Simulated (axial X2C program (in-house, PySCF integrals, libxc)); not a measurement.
What spin–orbit coupling does to InO

Calculated with an axial X2C code built on PySCF integrals. Spin-free means the one-electron spin-free X2C Hamiltonian; two-component (2c) means X2C with spin–orbit coupling and atomic mean-field two-electron Coulomb and Gaunt terms, so the difference of the two also holds small scalar two-electron terms. Basis: In dyall-cv3z [11s12p9d4f1g], O dyall-av3z [7s6p3d2f] (cores contracted in-house); Gaussian nuclei, density fitting, unrestricted open shells. Masses: In 114.904 u, O 15.995 u.

Spin-free state: M_S = 1/2, Λ = 0 (beyond evenly filled blocks: σα); fragments In + O.

```
level  Re (Å)  ωe (cm⁻¹)  De (eV)  μ (D)
 PBE0   1.922      586.9    3.480  -4.25
 TPSS   1.919      613.4    3.832  -4.21
```

Dipoles are positive if O is the positive end.

Two-component determinant lowest at the distance of the search:

Ω = 1/2 (⟨Sz⟩ = 0.50, ⟨Lz⟩ = 0.00 at PBE0); fragments In + O.

```csv
level,Re (Å),ωe (cm⁻¹),μ (D)
PBE0,1.922,587.1,-4.25
TPSS,1.919,613.5,-4.21
```

(1) From the two tables, how do the constants change at the PBE0 level (2c against spin-free)?

The state is one determinant whose occupation by symmetry is held fixed; it was picked as the lowest of a PBE0 search that is not exhaustive. De is counted from the lowest determinant-based energies of the atoms at the same level, without counterpoise correction. De is not given where an atomic determinant may have missed its ground term or J level, or where the truncated virtual space spoils (T). Density functionals use the spin component along the axis (collinear). PBE0 can misorder states that lie within some tenths of an eV, so this need not be the ground state of the molecule. The nearest other spin-free determinant of the search, M_S = 1/2, Λ = 1, lies 0.33 eV up at the distance of the search. Without a current term, density functionals place determinants with orbital angular momentum somewhat too high.

Results:

(1) At the PBE0 level Re is unchanged within 0.001 Å and ωe is unchanged to within 0.2 cm⁻¹.
